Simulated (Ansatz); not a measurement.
Coupled-cluster diagnostics for Os3, Ansatz.

Geometry of the singlet (PBE0-D4/def2-TZVP):

Cartesian coordinates in Å:
```
Os -0.457 -1.376 -0.151
Os -0.362 1.109 0.873
Os 0.819 0.266 -0.722
```

In the def2 sets Os takes a core potential; there is no spin–orbit coupling. Correlated methods freeze no core orbitals; core or outer-core shells of Os are correlated, in sets that lack core-valence functions. No other spin state of charge 0 was run. Another isomer (quintet) lies 1.40 eV lower at PBE0-D4/def2-TZVP; other spin states weren't run for this one.

**Question.** Estimate the CCSD(T) correlation energy, the shares of MP2 and (T), T1 and the reference's ⟨S²⟩ for: charge 0, singlet, own geometry in def2-TZVPP; and the rough time on 4 threads of AMD EPYC 9R45 on a shared host.

**Answer.** 
```tsv
state	basis	correlation (eV)	MP2 share (%)	(T) share (%)	T1	⟨S²⟩ (pure)	wall time	remarks
charge 0, singlet, own geometry	def2-TZVPP	-48.441	107.3	7.2	0.100	0.00 (0.00)	57 s	large T1 (0.100), restricted SCF unstable
```
Customary marks for T1 are 0.02 (closed shells), 0.045 (open shells) and about 0.05 (3d metals). T1 exceeds 0.02 in 1 of 1 rows and 0.045 in 1; the higher it lies, the less the single-reference result can be trusted.
